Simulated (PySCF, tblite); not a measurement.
A database entry of computed molecular properties. Lists by class give the value and the number of equivalent atoms.

```json
{
 "formula": "C5H13NSi2",
 "smiles": "[SiH3]N([SiH3])C[C@]12C[C@H]1C2",
 "charge": 0,
 "multiplicity": 1,
 "geometry_level": "GFN2-xTB",
 "atoms_angstrom": [
  ["Si", 1.614, -1.658, 0.47],
  ["N", 1.348, -0.049, -0.125],
  ["Si", 1.759, 1.378, 0.772],
  ["C", 0.409, 0.103, -1.228],
  ["C", -1.024, 0.126, -0.815],
  ["C", -1.917, 1.237, -0.348],
  ["C", -1.745, 0.006, 0.482],
  ["C", -2.023, -0.974, -0.612],
  ["H", 0.547, -2.121, 1.369],
  ["H", 2.885, -1.627, 1.185],
  ["H", 1.659, -2.525, -0.71],
  ["H", 0.763, 1.722, 1.797],
  ["H", 1.835, 2.462, -0.209],
  ["H", 3.046, 1.108, 1.405],
  ["H", 0.558, -0.724, -1.931],
  ["H", 0.639, 1.034, -1.756],
  ["H", -2.863, 1.4, -0.854],
  ["H", -1.444, 2.149, -0.003],
  ["H", -1.438, -0.128, 1.496],
  ["H", -1.642, -1.981, -0.497],
  ["H", -2.976, -0.923, -1.13]
 ],
 "electronic_structure_code": "PySCF",
 "results": {
  "GFN2-xTB geometry": {
   "rotational_constants_GHz": [2.003, 1.133, 0.859]
  },
  "PBE0/pcSseg-1 ground state and GIAO shieldings, non-relativistic": {
   "dipole_D": 0.2,
   "homo_eV": -6.77,
   "lumo_eV": 0.21,
   "shift_vs_computed_TMS_C_by_class_ppm": [
    [51.7, 1],
    [34.8, 2],
    [17.2, 1],
    [5.6, 1]
   ],
   "shift_vs_computed_TMS_H_by_class_ppm": [
    [4.61, 6],
    [3.8, 2],
    [2.19, 1],
    [1.33, 2],
    [0.49, 2]
   ],
   "shielding_other_nuclei_by_class_ppm": [
    ["N", 241.8, 1],
    ["Si", 392.9, 2]
   ],
   "charges_hirshfeld_e_by_atom": [0.34, -0.26, 0.34, -0.02, -0.01, -0.08, -0.06, -0.08, -0.09, -0.07, -0.08, -0.09, -0.08, -0.08, 0.04, 0.04, 0.03, 0.04, 0.06, 0.04, 0.03]
  },
  "GFN2-xTB harmonic vibrations, gas phase": {
   "strongest_ir_bands_cm-1_km_per_mol_modes": [
    [765.3, 369.6, 1],
    [806.1, 875.8, 3],
    [835.1, 307.4, 1],
    [2192.6, 659.9, 1],
    [2237.3, 294.0, 1],
    [2303.0, 614.2, 1]
   ],
   "zpe_kcal_per_mol": 99.2
  }
 }
}
```

The dipole matches unit charges of opposite sign 0.04 Å apart (1 e·Å = 4.8032 D). With B = h/(8π²I), that is 505.379 GHz u Å² over I, the principal moments of inertia are 252.3, 446.1 and 588.5 u Å² (most abundant isotopes); the inertial defect Ic − Ia − Ib is -109.9 u Å² (zero for a rigid planar frame, negative otherwise). The rotational constants make it an asymmetric top with κ = (2B − A − C)/(A − C) = -0.52, nearer the prolate limit (−1). The zero-point energy, half the sum of the 57 harmonic wavenumbers, equals 34710 cm⁻¹ or 415 kJ/mol.

 NMR classes are plain means over equivalent atoms (diastereotopic ones count apart unless rotation or inversion swaps them), as if these changed places fast; in this geometry the members of some classes differ.

Conformer computed: `[SiH3:1][N:2]([SiH3:3])[CH2:4][C@:5]12[CH2:6][C@H:7]1[CH2:8]2`: Si1–N2–C4–C5 81°, N2–C4–C5–C6 86°.

One conformer stands for the species.
